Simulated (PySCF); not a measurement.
Planning a shielding job on `[H]/N=C\C1=CC=C(N)S1`.

Method: GIAO PBE0/pcSseg-1 NMR shielding, non-relativistic, gas phase (PySCF 2.14.0, density-fitted response routines). Geometry: GFN2-xTB. Work: shieldings, ring-centre shieldings, charges and field gradients, density fitting. A driver script takes a list of jobs; this job's settings line and coordinates (Å) are shown.

Command:
```bash
OMP_NUM_THREADS=1 python probes_run.py task.json out
```

Input:
```
{"job": {"kind": "nmr", "xc": "PBE0", "basis": "pcSseg-1"}, "charge": 0, "multiplicity": 1}
N     -3.121202     0.114059    -1.167572
C     -2.454976    -0.052900    -0.105808
C     -1.031645    -0.031617     0.081850
C     -0.323551    -0.208037     1.242850
C      1.066260    -0.126910     1.082318
C      1.435473     0.117728    -0.216344
N      2.697825     0.325867    -0.702743
S      0.061652     0.247190    -1.262918
H     -2.549573     0.288604    -1.995729
H     -3.028043    -0.241121     0.800135
H     -0.802219    -0.394838     2.188097
H      1.775914    -0.239089     1.882212
H      2.819091     0.244269    -1.698944
H      3.454315    -0.043678    -0.149569
```

Hardware: an AMD EPYC 9R45 with one thread, shared host with 192 logical CPUs at a one-minute load of 128. PySCF's memory limit was set to 1040 MB.

The basis has 173 functions.

Problem. What wall time should be expected on this hardware?

Solution. About 13 s. The SCF took 14 cycles.

Problem. Estimate the peak memory.

Solution. About 0.76 GiB. Peak memory is the resident size of the whole Python process, interpreter and libraries included.

Problem. At this speed, how long would 100 such jobs take on 64 cores, one job a core?

Solution. 100/64 gives 2 rounds of 13 s, about 26 s of wall time and 0.36 core-hours, if the jobs don't slow each other.

The SCF part of the output:
```
coarse grid: 12904 points
cycle   1  E = -701.1512560139  dE =  1.557e+00  |g| = 5.051e-01  |ddm| = 3.911e+00
cycle   2  E = -701.0691240966  dE =  8.213e-02  |g| = 7.803e-01  |ddm| = 1.722e+00
cycle   3  E = -701.2140589190  dE = -1.449e-01  |g| = 1.359e-01  |ddm| = 1.172e+00
cycle   4  E = -701.2178484724  dE = -3.790e-03  |g| = 5.239e-02  |ddm| = 1.704e-01
cycle   5  E = -701.2184561131  dE = -6.076e-04  |g| = 2.107e-02  |ddm| = 9.226e-02
cycle   6  E = -701.2185839617  dE = -1.278e-04  |g| = 5.284e-03  |ddm| = 3.089e-02
cycle   7  E = -701.2185900590  dE = -6.097e-06  |g| = 1.864e-03  |ddm| = 6.233e-03
final grid: 122008 points
cycle   8  E = -701.2629335985  dE = -2.448e-05  |g| = 1.025e-02  |ddm| = 4.155e-02
cycle   9  E = -701.2629143107  dE =  1.929e-05  |g| = 1.352e-02  |ddm| = 2.405e-02
cycle  10  E = -701.2629583395  dE = -4.403e-05  |g| = 1.064e-03  |ddm| = 1.479e-02
cycle  11  E = -701.2629586071  dE = -2.677e-07  |g| = 4.452e-04  |ddm| = 1.939e-03
cycle  12  E = -701.2629586535  dE = -4.631e-08  |g| = 1.108e-04  |ddm| = 5.708e-04
cycle  13  E = -701.2629586561  dE = -2.628e-09  |g| = 3.012e-05  |ddm| = 1.154e-04
cycle  14  E = -701.2629586563  dE = -2.228e-10  |g| = 8.481e-06  |ddm| = 4.040e-05
converged SCF energy = -701.2629586563
```

On the final grid dE counts from the start density on that grid.

Times come from a shared host and carry two figures at best.
